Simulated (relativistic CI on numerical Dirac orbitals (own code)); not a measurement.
**Slater and spin-orbit integrals, Tl⁷⁶⁺**

Method of calculation: Dirac-Coulomb-Breit CI, orbitals from a KLI potential per configuration, QED by a radiative potential, unscaled Slater integrals (own radial code, finite nucleus).

Slater integrals F^k, G^k are unscaled and averaged over j, outside the closed core 1s2; ζ comes from projecting the Hamiltonian with its Breit term on Σ l·s of the shell.

- 2s²2p: ζ(2p) = 1.1981e+07 cm⁻¹; <r>(2p) = 0.05886, <r^2>(2p) = 0.00424 (bohr units).
- 2s2p²: F^2(2p,2p) = 1.5834e+06, G^1(2s,2p) = 1.7164e+06, ζ(2p) = 1.1959e+07 cm⁻¹; <r>(2s) = 0.06562, <r^2>(2s) = 0.005142, <r>(2p) = 0.05888, <r^2>(2p) = 0.004244 (bohr units).
- 2p³: F^2(2p,2p) = 1.5819e+06, ζ(2p) = 1.1938e+07 cm⁻¹; <r>(2p) = 0.05894, <r^2>(2p) = 0.004252 (bohr units).

Averages of the first 10 configurations, taken without configuration mixing, which lowers the lowest level and can move excited configurations by several eV; other configurations of the list can lie among them:

```tsv
Configuration	Parity	States	Average energy above the lowest level (eV)
2s²2p	odd	6	1489.3
2s2p²	even	30	3264.6
2p³	odd	20	5110.9
2p²3s	even	30	16725.8
2s²3s	even	2	13183.6
2p²3p	odd	90	17252.0
2p²3d	even	150	17636.9
2s²3p	odd	6	13724.3
2s²3d	even	10	14108.6
2s2p3s	odd	24	14919.0
```
